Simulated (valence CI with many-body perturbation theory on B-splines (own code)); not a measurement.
Sensitivity of CI+MBPT for Sb⁺

Method: relativistic CI+MBPT: four valence electrons over a frozen Dirac-Fock core [Kr] 4d10, radial functions for each j: 6 s, 6 p, 5 d, 3 f, 1 g, with the one-electron correlation potential Σ1 (screened to all orders), the two-electron term Σ2, the three-electron term Σ3, Breit, model QED; selected single and double excitations, second order for the rest, scaled by the run's own slope (own B-spline code, finite nucleus).

Against 23 measured levels this calculation errs by 146 cm⁻¹ on average and by 527 at most. These come from a selection out of the NIST Handbook of Basic Atomic Spectroscopic Data. Levels without a partner in it may be off by more.

The reference run has the lowest level 5s²5p² ³P_0 and an ionisation energy of 16.6445 eV. Its largest variational space holds 10000 state functions.

Names give the largest LS component (configuration and term), which can be under half, so a name can repeat, a term be missing and a line seem to break the LS rules; names also repeat where a configuration has a term twice.

```tsv
Level	Reference (cm⁻¹)	Shift (cm⁻¹)
5s²5p² ³P_1	3043	-139
5s²5p² ³P_2	5646	-180
5s²5p² ¹D_2	12785	-210
5s²5p² ¹S_0	23888	-225
5s5p³ ⁵S°_2	51196	-3514
5s5p³ ³D°_1	65962	-2377
5s5p³ ³D°_2	66171	-2375
5s5p³ ³D°_3	67559	-2447
5s²5p6s ³P°_0	69199	-551
5s²5p6s ³P°_1	69605	-509
5s²5p5d ¹D°_2	72266	-1276
5s²5p6s ³P°_2	75315	-858
```

The ionisation energy moves by -0.1061 eV.

Task: Which of these changes was made?
A. averaging of valence orbitals over low configurations on → off
B. highest l in the core sums 6 → 2
C. box radius (bohr) 28.009 → 28.72
D. Breit term on → off

Result: B. highest l in the core sums 6 → 2.
